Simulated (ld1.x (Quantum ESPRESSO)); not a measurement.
## An all-electron radial function and its pseudo partner (hydrogen (H))

Columns: radius, all-electron u(r) and pseudo u(r) of the 1s shell (level -6.49 eV) of hydrogen in the configuration 1s1; PBE, non-relativistic, RRKJ scheme, ld1.x (Quantum ESPRESSO) 7.5.

```csv
r (bohr),all-electron,pseudo
0.070,0.1252,0.0366
0.140,0.2332,0.0821
0.210,0.3257,0.1426
0.280,0.4043,0.2207
0.350,0.4706,0.3139
0.420,0.5260,0.4155
0.490,0.5718,0.5163
0.560,0.6090,0.6067
0.630,0.6387,0.6790
0.700,0.6618,0.7286
0.770,0.6791,0.7554
0.840,0.6913,0.7627
0.910,0.6991,0.7561
0.980,0.7030,0.7422
1.050,0.7035,0.7263
1.120,0.7011,0.7118
1.190,0.6963,0.6999
1.260,0.6892,0.6900
1.330,0.6804,0.6804
1.400,0.6699,0.6699
1.470,0.6582,0.6582
1.540,0.6454,0.6454
1.610,0.6317,0.6317
1.680,0.6172,0.6172
1.750,0.6022,0.6022
1.820,0.5868,0.5868
```

**Question.** How many radial nodes do the two functions have?

**Answer.** The all-electron 1s function has n − l − 1 = 0; the pseudo-wave has 0.

**Question.** At about which radius was the pseudo-wave matched?

**Answer.** 1.40 bohr, where the columns begin to agree (steps of 0.07 bohr).

**Question.** Where does each function peak?

**Answer.** Outermost all-electron maximum near 1.05 bohr, pseudo maximum near 0.84 bohr (to the table’s step).

**Question.** Is the pseudo-wave norm-conserving?

**Answer.** Yes: the RRKJ scheme keeps the norm inside the radius equal to the all-electron one, which fixes the energy derivative of the logarithmic derivative at the level.
